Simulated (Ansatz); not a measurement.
**GeH3O (SMILES [OH][GeH2]): where methods fail along a bond**

The species is GeH3O (5 atoms), meant as a doublet with charge 0. SMILES: `[OH][GeH2]`. The shape is that of a PBE0-D4/def2-TZVP optimisation. This is one conformer, not always the lowest.

```jsonl
{"atom": "O", "x (Å)": "0.3555", "y (Å)": "-1.0758", "z (Å)": "0.4607"}
{"atom": "Ge", "x (Å)": "-0.5201", "y (Å)": "0.4161", "z (Å)": "0.0177"}
{"atom": "H", "x (Å)": "1.0974", "y (Å)": "-0.9076", "z (Å)": "1.0465"}
{"atom": "H", "x (Å)": "-1.3968", "y (Å)": "-0.0144", "z (Å)": "-1.1803"}
{"atom": "H", "x (Å)": "0.5139", "y (Å)": "1.5080", "z (Å)": "-0.3859"}
```

The Ge2–H5 distance is scanned; the parts on either side stay rigid. Basis STO-3G, 10 core orbitals frozen in the correlated methods; program Ansatz 0.2.0. FCI is exact within this basis and core. Energies in eV from each method's value at 1.557 Å; open shells run as named. The shape above is that at 1.557 Å.

| distance (Å) | U-revPBE | UPBE0 | UHSE06 | RPA@PBE | UBCCD(T) | UCCSDT | FCI |
| --- | --- | --- | --- | --- | --- | --- | --- |
| 1.557 | 0.00 | 0.00 | 0.00 | 0.00 | 0.00 | 0.00 | 0.00 |
| 1.946 | 1.18 | 1.35 | 1.34 | 1.09 | 1.17 | 1.17 | 1.17 |
| 2.335 | 2.55 | 2.85 | 2.84 | 2.48 | 2.52 | 2.50 | 2.50 |
| 3.114 | 3.61 | 3.65 | 3.65 | 3.02 | 3.08 | 3.08 | 3.08 |
| 3.893 | 3.65 | 3.68 | 3.68 | 2.91 | 3.08 | 3.08 | 3.08 |

Departure from the FCI curve at its largest: U-revPBE +0.57 eV at 3.89 Å; UPBE0 +0.60 eV at 3.89 Å; UHSE06 +0.60 eV at 3.89 Å; RPA@PBE -0.17 eV at 3.89 Å; UBCCD(T) +0.02 eV at 2.33 Å; UCCSDT within 0.005 eV. For the functionals part of the departure is owed to the small basis.
